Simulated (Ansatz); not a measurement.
Input and output for GaH₄PS (`S[PH][GaH2]`).

```yaml
crystal:
  periodic: [false, false, false]
  atoms:
    - {symbol: S, position_ang: [-1.108889, -1.218128, -0.458251]}
    - {symbol: P, position_ang: [-0.733261, 1.027368, -1.217576]}
    - {symbol: Ga, position_ang: [0.808366, 0.461627, 0.775892]}
    - {symbol: H, position_ang: [-2.100646, -0.554751, 0.584786]}
    - {symbol: H, position_ang: [0.111488, 0.522616, -1.992349]}
    - {symbol: H, position_ang: [0.552420, 0.325447, 2.096512]}
    - {symbol: H, position_ang: [2.077695, -0.369157, 0.011201]}
basis:
  gaussian: {orbitals: def2-SVP}
hamiltonian: {xc: {name: r2SCANh}}
```

```sh
$ ansatz run in.yaml --threads 2 --pin off --events-out ev --progress --plain --max-ram 4352MiB
```

Shortened log:

```
Functional definition: r2SCANh
848 factors; integrals over basis functions are off by at most 1.0e-3 eV
mean field evaluation 1: about -72549.5304 eV, gradient 2.2e1 eV
mean field evaluation 2: about -72549.4154 eV, gradient 2.6e1 eV
mean field evaluation 4: about -72550.4032 eV, gradient 9.7e-1 eV
mean field evaluation 8: about -72550.4188 eV, gradient 4.6e-2 eV
mean field evaluation 16: about -72550.4188 eV, gradient 2.9e-5 eV
mean field -72550.41880115 eV, -2666.1787145022 hartree, gradient 2.9e-5 eV, S^2 0.000000; 0 other end points of the search recorded, 0 dependent functions left out
reference -72550.41881095 eV, -2666.1787148622 hartree; 33, 33 occupied and 55, 55 virtual orbitals, 848 factors
Total energy: -72550.41881095 eV, -2666.1787148622 hartree
```

Run time 1 s (2 threads of an AMD EPYC 9R45 on a shared host); peak host memory 0.39 GiB.
